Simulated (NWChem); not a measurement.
System: RbF anion, doublet; SMILES of the neutral closed-shell parent [F][Rb]

Computed with NWChem. Spin-unrestricted. Sets without diffuse functions describe the anion's extra electron poorly. The spin multiplicity was typed, not searched, and may not be the lowest. No stability test was run on the SCF state. The highest occupied level is positive in some or all of these runs, so the extra electron may be held by the finite basis. def2 effective core potentials on Rb; no spin-orbit coupling. Each level has its own optimisation; frequencies are unscaled.

| level | r F–Rb (Å) | highest harmonic frequency (cm⁻¹) | zero-point energy (kcal/mol) |
|---|---|---|---|
| UHF/STO-3G (all-electron, non-relativistic) | 2.500 | 418 | 0.6 |
| B3LYP/3-21G (all-electron, non-relativistic) | 2.525 | 222 | 0.3 |
| B3LYP/def2-TZVP (core potentials) | 2.451 | 300 | 0.4 |
| UHF/3-21G (all-electron, non-relativistic) | 2.442 | 270 | 0.4 |
| B3LYP/def2-SVPD (core potentials) | 2.472 | 283 | 0.4 |
